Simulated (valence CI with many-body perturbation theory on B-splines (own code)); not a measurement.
## E1 transitions of Kr²²⁺

Level of theory: configuration interaction combined with many-body perturbation theory (CI+MBPT): four valence electrons over a frozen Dirac-Fock core [Ne], a basis of 11 s, 11 p, 10 d, 8 f, 5 g, 2 h functions for each j, with the one-electron correlation potential Σ1, the two-electron term Σ2, the three-electron term Σ3, Breit, model QED; selected CI, second order for the rest, scaled by the run's own slope (own B-spline code, finite nucleus).

No measured levels were compared; by estimate levels of excited configurations hold to 0.05 to 0.15 % of their energy, terms of the ground configuration to about 0.5 %. Among the levels kept, up to 780 cm⁻¹ of a level comes from second order outside the variational space, and about a tenth of that is noise between levels of different J, which matters for small intervals.

Lines 1 to 50 of 571 in falling wavelength, among levels below 2193300 cm⁻¹, chosen from the strongest by gf and those to the six lowest levels. Wavelengths and rates use the calculated energies, so an error of 400 cm⁻¹ moves a line at 354.2 Å by 0.14 % and its rate by three times that or more. Electric multipoles are in the length gauge, E1 and E2 with the static RPA response of the core. Weak lines are less certain than strong ones. Lines between different terms over intervals too small for the method are left out, as are lines whose strength nearly cancels. Where a level lies close to another of its J and parity, the split of strength between their lines is uncertain. The highest levels of a list are the least certain.

Names give the largest LS component (configuration and term), which can be under half, so a name can repeat, a term be missing and a line seem to break the LS rules; names also repeat where a configuration has a term twice. Letters in brackets count levels of one name in rising energy.

```csv
λ vac (Å),Upper,Lower,A (s⁻¹),S (a.u.)
354.2,3s 3p3 5S°_2,3s2 3p2 1D_2,1.27e+07,1.39e-03
313.2,3s 3p3 3D°_1,3s2 3p2 1S_0,2.32e+07,1.06e-03
273.0,3p3 3d 3G°_5,3s 3p2 3d 3F_4 [c],3.04e+09,3.36e-01
267.8,3s 3p3 5S°_2,3s2 3p2 3P_2,2.05e+08,9.73e-03
263.6,3p3 3d 3F°_4 [a],3s 3p2 3d 3D_3 [c],1.06e+09,8.62e-02
257.3,3s 3p3 3D°_1,3s2 3p2 1D_2,2.69e+08,6.78e-03
251.4,3s 3p3 3D°_2,3s2 3p2 1D_2,5.60e+07,2.19e-03
250.3,3s 3p3 5S°_2,3s2 3p2 3P_1,2.75e+08,1.06e-02
242.8,3p3 3d 3G°_4,3s 3p2 3d 3F_3 [b],2.08e+09,1.32e-01
235.6,3s 3p3 3D°_3,3s2 3p2 1D_2,1.10e+09,4.98e-02
235.1,3p3 3d 3F°_2 [a],3s 3p2 3d 3F_2 [b],3.52e+09,1.13e-01
234.7,3s 3p3 3P°_1,3s2 3p2 1S_0,2.99e+08,5.72e-03
212.6,3p3 3d 3F°_4 [b],3s 3p2 3d 3D_3 [e],3.08e+09,1.31e-01
211.8,3s 3p 3d2 5F°_3 [a],3s 3p2 3d 3D_3 [d],2.08e+09,6.81e-02
211.1,3s 3p 3d2 3G°_5,3s2 3d2 3F_4,1.56e+09,7.96e-02
209.4,3p3 3d 1P°_1,3s 3p2 3d 3P_2 [b],5.60e+09,7.61e-02
208.4,3s 3p3 3D°_1,3s2 3p2 3P_2,5.33e+08,7.14e-03
206.6,3p3 3d 3G°_4,3s 3p2 3d 3G_5,2.64e+09,1.03e-01
204.5,3s 3p3 3D°_2,3s2 3p2 3P_2,9.74e+07,2.06e-03
202.5,3s 3p3 3P°_2 [a],3s2 3p2 1D_2,5.69e+08,1.17e-02
201.8,3s 3p3 3P°_1,3s2 3p2 1D_2,9.28e+06,1.13e-04
200.3,3p3 3d 3G°_5,3s 3p2 3d 3G_5,7.03e+09,3.07e-01
199.9,3p3 3d 3F°_3 [d],3s 3p2 3d 1D_2 [b],4.85e+09,1.34e-01
199.4,3p3 3d 3G°_4,3s 3p2 3d 3D_3 [a],2.16e+09,7.62e-02
198.5,3p3 3d 3G°_3,3s 3p2 3d 3G_3,2.50e+09,6.76e-02
198.1,3p3 3d 3F°_4 [b],3s 3p2 3d 3F_4 [c],5.50e+09,1.90e-01
197.7,3s 3p3 3D°_1,3s2 3p2 3P_1,2.49e+07,2.84e-04
196.5,3p3 3d 3G°_4,3s 3p2 3d 3G_4,3.21e+09,1.08e-01
194.2,3s 3p3 3D°_2,3s2 3p2 3P_1,4.39e+09,7.93e-02
193.9,3s 3p3 3D°_3,3s2 3p2 3P_2,2.42e+09,6.10e-02
193.0,3p3 3d 5D°_1,3s 3p2 3d 5P_1,6.65e+09,7.07e-02
192.5,3p3 3d 3F°_2 [a],3s 3p2 3d 3F_3 [a],3.56e+09,6.26e-02
191.4,3p3 3d 1D°_2,3s 3p2 3d 1F_3 [a],4.69e+09,8.12e-02
191.1,3p3 3d 3D°_1 [c],3s 3p2 3d 1P_1,6.32e+09,6.53e-02
191.0,3p4 3P_2,3s 3p3 3D°_3,9.13e+09,1.57e-01
189.9,3p3 3d 1G°_4,3s 3p2 3d 1F_3 [a],5.96e+09,1.81e-01
188.4,3p3 3d 3P°_2 [b],3s 3p2 3d 3S_1,4.03e+09,6.65e-02
188.3,3s 3p3 3S°_1,3s2 3p2 1S_0,1.24e+09,1.22e-02
187.4,3p3 3d 3P°_2 [a],3s 3p2 3d 3D_3 [b],3.93e+09,6.38e-02
186.9,3p3 3d 1G°_4,3s 3p2 3d 1G_4,1.37e+10,3.98e-01
186.4,3p3 3d 5D°_2 [a],3s 3p2 3d 5P_2,5.59e+09,8.94e-02
184.9,3p3 3d 5D°_4,3s 3p2 3d 5P_3,2.63e+09,7.37e-02
183.9,3p3 3d 1G°_4,3s 3p2 3d 3D_3 [a],5.00e+09,1.38e-01
183.4,3p3 3d 5D°_2 [a],3s 3p2 3d 5P_3,5.49e+09,8.36e-02
183.3,3s 3p2 3d 1G_4,3s2 3p 3d 3F°_4,2.40e+09,6.56e-02
183.2,3s 3p2 3d 3D_3 [c],3s2 3p 3d 3P°_2 [b],4.24e+09,9.01e-02
181.9,3p3 3d 3G°_3,3s 3p2 3d 3F_4 [a],3.30e+09,6.85e-02
181.8,3s 3p2 3d 1D_2 [b],3s2 3p 3d 1P°_1,3.92e+09,5.81e-02
181.3,3p3 3d 3D°_2 [a],3s 3p2 3d 3D_3 [b],4.29e+09,6.31e-02
181.2,3p3 3d 3F°_4 [b],3s 3p2 3d 3D_3 [c],5.26e+09,1.39e-01
```
